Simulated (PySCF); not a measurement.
## What PySCF settings do for F4Se

Base input, run as `OMP_NUM_THREADS=1 python input.py` with PySCF 2.14:

```python
from pyscf import gto, dft

mol = gto.M(
    atom='Se 0 0 -0.3071; F 0 1.8032 -0.1752; F 0 -1.8032 -0.1752; F 1.3337 0 0.8182; F -1.3337 0 0.8182',
    basis='sbkjc',
    ecp={'Se': 'sbkjc', 'F': 'sbkjc'},
    charge=0,
    spin=0,
    verbose=3,
)
mf = dft.RKS(mol, xc='bp86')
mf.kernel()
mf.dip_moment()
print('orbital energies (hartree):', mf.mo_energy[..., max(0, mol.nelec[1]-3):mol.nelec[0]+3].round(4))
```

Base result: E(SCF) = -106.036457 Eh, μ(SCF) = 2.34 D. 

It ran on Arm Neoverse N1 (1 thread, shared host) in 4.4 s.

Each row names what differs from the base; energies in brackets are changes from the base.

```tsv
change	result	wall time (s)
functional: bp86 → r2-scan [unsound on purpose]	stops with KeyError ("LibXCFunctional: name 'R2' not found.")	0.96
PCM solvent, dielectric constant: none → 20.5	E(SCF) = -106.048338 Eh (-0.3233 eV), μ(SCF) = 2.74 D	9.2
functional: bp86 → pbe0	E(SCF) = -105.793647 Eh, μ(SCF) = 2.47 D	4.6
functional: bp86 → lda,vwn	E(SCF) = -105.420598 Eh, μ(SCF) = 2.38 D	3.4
geometry: coordinates × 1 → coordinates × 4 [unsound on purpose] [stretched restricted solution, likely unstable]	not converged: SCF	7.8
initial guess: minao → huckel	E(SCF) = -106.036457 Eh (+0.0000 eV), μ(SCF) = 2.34 D	5.1
basis set: sbkjc → pcseg-1; core potential: on → off	E(SCF) = -2800.812605 Eh, μ(SCF) = 1.90 D	13
basis set: sbkjc → 6-31g*; core potential: on → off	E(SCF) = -2800.841116 Eh, μ(SCF) = 1.65 D	12
functional: bp86 → tpssh	E(SCF) = -105.843250 Eh, μ(SCF) = 2.40 D	7.3
```
